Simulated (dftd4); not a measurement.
C2H5I, charge -1, doublet, at the geometry of the source list (a state made from the parent by changing its charge; the spin is typed, not shown lowest); D4 for wb97x in dftd4.

The dftd4 input:
```
$ dftd4 mol.xyz --func wb97x --charge -1 --json dftd4.json --noedisp --grad

# file mol.xyz
8

C     -0.77360000     0.27010000     0.08430000
C      0.54870000    -0.42420000    -0.14430000
I      2.22910000     0.84980000     0.34860000
H     -0.88870000     0.55950000     1.12690000
H     -1.58520000    -0.40850000    -0.17680000
H     -0.85900000     1.16230000    -0.53280000
H      0.64940000    -1.30750000     0.48120000
H      0.67930000    -0.70150000    -1.18710000
```

Output, abridged:

```
                    ____  _____ _____     ____  _  _
      -------------|  _ \|  ___|_   _|---|  _ \| || |------------
     |             | | | | |_    | | ___ | | | | || |_           |
     |             | |_| |  _|   | ||___|| |_| |__   _|          |
     |             |____/|_|     |_|     |____/   |_|            |
     |             ===================================           |
     |            E. Caldeweyher, S. Ehlert & S. Grimme          |
     |          Mulliken Center for Theoretical Chemistry        |
     |                    University of Bonn                     |
      -----------------------------------------------------------

Rational (Becke-Johnson) damping: wb97x-D4-ATM
---------------------
  s6         1.0000
  s8         0.5093
  s9         1.0000
  a1         0.0662
  a2         5.4487
 alp        16.0000
--------------------

Dispersion energy:      -1.3584347427812E-02 Eh

Gradient norm:           3.4927165373240E-03 Eh/a0
--------------------------------------------------
     #    Z           dE/dx      dE/dy      dE/dz
--------------------------------------------------
     1    6 C    -1.566E-03 -2.127E-04 -1.053E-04
     2    6 C    -2.959E-04 -4.232E-04 -1.590E-04
     3   53 I     2.819E-03  9.793E-04  4.062E-04
     4    1 H    -2.946E-04 -7.627E-07  6.803E-05
     5    1 H    -1.706E-04 -2.102E-05 -1.069E-05
     6    1 H    -2.923E-04  4.644E-05 -6.194E-05
     7    1 H    -1.017E-04 -2.154E-04  1.769E-05
     8    1 H    -9.860E-05 -1.527E-04 -1.550E-04
--------------------------------------------------

Virial:
--------------------------------------------------
      component           x          y          z
--------------------------------------------------
          x       1.509E-02  3.526E-03  1.541E-03
          y       3.526E-03  2.655E-03  8.319E-04
          z       1.541E-03  8.319E-04  8.687E-04
--------------------------------------------------

[Info] Dispersion results written to 'dftd4.txt'
[Info] JSON dump of results written to 'dftd4.json'
```
